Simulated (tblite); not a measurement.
`C[SiH2]O[SiH2]S[SiH2]S`. Structure optimised with GFN2-xTB, isolated species.

```
atom  x, y, z in Å
C1    -2.5653    1.4301    0.2900
Si2   -2.6192   -0.2197   -0.6359
O3    -1.3855   -1.1715   -0.1143
Si4    0.1195   -1.4575    0.3387
S5     1.2630    0.3192   -0.0363
Si6    3.2222   -0.3140    0.5400
S7     4.5202    1.3378    0.1552
H8    -2.7292    1.2924    1.3566
H9    -3.3235    2.1171   -0.0737
H10   -1.5958    1.9082    0.1677
H11   -2.4184   -0.0569   -2.0750
H12   -3.7812   -1.0409   -0.3010
H13    0.6488   -2.5227   -0.4950
H14    0.1430   -1.7050    1.7706
H15    3.6462   -1.4448   -0.2694
H16    3.2563   -0.6221    1.9608
H17    3.5918    2.1622   -0.3023
```

**Question.** Where is the centre of mass (commonest isotopes), and what is the radius of gyration?

**Answer.** Mass 185.948 u; centre at (0.804, -0.023, 0.075) Å; Rg = √(Σ m r²/M) = 2.831 Å. As Ia + Ib + Ic = 2 Σ m r², the three principal moments sum to 2981.6 u·Å².

**Question.** What is the repulsion energy of the bare nuclei, Σ ZA·ZB/RAB?

**Answer.** 697.31 Eh over 136 pairs, with full nuclear charges and distances in bohr; the largest single term is 55.50 Eh (Si6 with S7).

**Question.** Which two atoms are farthest apart?

**Answer.** S7···H12, 8.65 Å; the next longest distance is 8.04 Å.

**Question.** Work out the bond lengths C1–Si2, C1–H8, Si2–O3, O3–Si4, Si4–H14, Si6–S7, S7–H17 in Å.

**Answer.** For C1–Si2 the difference vector is (-0.0539, -1.6498, -0.9259) Å, of length 1.8926 Å. C1–Si2 1.893; C1–H8 1.088; Si2–O3 1.643; O3–Si4 1.598; Si4–H14 1.453; Si6–S7 2.136; S7–H17 1.323 Å.

**Question.** How far are the heavy atoms from their best plane (unweighted least squares)?

**Answer.** 0.305 Å rms; C1 0.43, Si2 0.50, O3 0.07, Si4 0.27, S5 0.18, Si6 0.25, S7 0.21 Å (magnitudes).

**Question.** Give the dihedral angles H16–Si6–S7–H17, H13–Si4–S5–Si6, H9–C1–Si2–H12, O3–Si4–S5–Si6, Si2–O3–Si4–H14, H8–C1–Si2–O3.

**Answer.** H16–Si6–S7–H17 -118° (anticlinal); H13–Si4–S5–Si6 -61° (synclinal); H9–C1–Si2–H12 -72° (synclinal); O3–Si4–S5–Si6 -177° (antiperiplanar); Si2–O3–Si4–H14 109° (anticlinal); H8–C1–Si2–O3 -64° (synclinal). Dihedral signs follow IUPAC: positive where, seen along the central bond, the front bond turns clockwise onto the rear one.

**Question.** What are the angles H8–C1–H9, O3–Si2–H11, S5–Si4–H14, O3–Si4–S5, O3–Si4–H14, S7–Si6–H16?

**Answer.** From the scalar product of the two bond vectors; for H8–C1–H9 it is -0.3583 Å² over 1.0879 × 1.0859 Å², cos θ = -0.3033. H8–C1–H9 107.7°; O3–Si2–H11 105.9°; S5–Si4–H14 107.7°; O3–Si4–S5 107.7°; O3–Si4–H14 109.0°; S7–Si6–H16 109.0°.

**Question.** Write the matrix of distances between heavy atoms (Å, lower triangle).

**Answer.** 
```
C1    0.000
Si2   1.893  0.000
O3    2.885  1.643  0.000
Si4   3.943  3.160  1.598  0.000
S5    4.000  3.965  3.040  2.146  0.000
Si6   6.050  5.959  4.732  3.313  2.138  0.000
S7    7.087  7.350  6.422  5.217  3.418  2.136  0.000
```

Its GFN2-xTB frequencies are all real (lowest 18 cm⁻¹). The numbers are those of one conformer.

All values are computed, not measured.
